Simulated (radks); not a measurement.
Values are calculated unless marked as measured or tabulated.
Problem. Code: a radial shooting solver on a logarithmic mesh with Libxc functionals. Model: scalar-relativistic Kohn-Sham, LDA (Slater exchange, Perdew-Wang correlation), spin-unpolarised, spherical densities, finite nucleus; Fermi nuclear charge, rms radius of each element as measured or else 0.836 A^(1/3) + 0.57 fm. Response by self-consistent Sternheimer equations with the Hartree and adiabatic LDA kernel, the relativistic mass of each level held fixed and spin-orbit coupling left out. For heavy and open-shell atoms this level of theory can miss by tens of per cent. Rank Pd, Pd5+, Pd2+, Pd6+, Pd+, Pd3+, Pd4+ (NIST ground configurations) by static dipole polarisability, largest first.

Solution. Pd 30.07, Pd+ 12.32, Pd2+ 6.986, Pd3+ 4.536, Pd4+ 3.190, Pd5+ 2.366, Pd6+ 1.825 bohr^3.
